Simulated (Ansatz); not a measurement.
**A cut through the energy surface**

GeF$_{2}$ (SMILES [F][Ge][F]), singlet, at its PBE0-D4/def2-TZVP minimum:

F1  (-0.676, -1.102, -0.498)
Ge2  (0.637, -0.295, 0.320)
F3  (0.028, 1.332, 0.164)
(Å)

The bond length Ge2–F3 (1.745 Å at the minimum) is set to the values below, the two halves moving rigidly along the bond. Each method's energies count from its own value at the PBE0-D4 minimum structure. Computed with Ansatz 0.2.0 (basis: def2-TZVPP); correlated methods freeze the cores. Filled d shells of the heavier atoms are correlated. The def2 sets are not built for correlating such inner shells, so the correlated values are less sure here. B3LYP uses VWN-RPA correlation.

```tsv
bond length (Å)	CCSD(T) (kcal/mol)	MP2 (kcal/mol)	PBE0-D4 (kcal/mol)	wB97M-V (kcal/mol)
1.570	12.21	12.41	12.71	13.14
1.605	7.14	7.31	7.57	7.88
1.657	2.40	2.51	2.69	2.86
1.717	0.14	0.18	0.24	0.28
1.783	0.55	0.50	0.40	0.36
1.854	3.34	3.21	2.91	2.83
1.930	8.14	7.93	7.37	7.29
2.010	14.45	14.18	13.30	13.27
2.094	21.88	21.58	20.30	20.36
```

Minimum and curvature along this coordinate at CCSD(T): A fifth-order fit through the nearest points gives 1.739 Å, with a curvature of about 27 eV/Å².

Treat the two halves as rigid bodies and work out the harmonic wavenumber of this stretch from that curvature (ν̃ = 521.5 √(k/μ) cm⁻¹ with k in eV/Å² and μ in u).

The halves weigh 91.61 and 19.00 u, so μ = 91.61 × 19.00/110.61 = 15.736 u and ν̃ = 521.5 √(27/15.736) ≈ 680 cm⁻¹. A true normal mode mixes in other motions, so this is a guide only.

Largest difference from the CCSD(T) curve over the scan: PBE-D4 6.38; r2SCAN-D4 1.83; B3LYP-D4 4.00; HF 4.12 kcal/mol. Each curve counts from its own value at the minimum.

The T1 diagnostic stays at or below 0.018.

For scale, one of the runs: CCSD(T)/def2-TZVPP, 110 basis functions (an equivalent command: `ansatz run in.yaml --threads 2`). The run took about 7.5 s on 2 CPU threads (shared host).
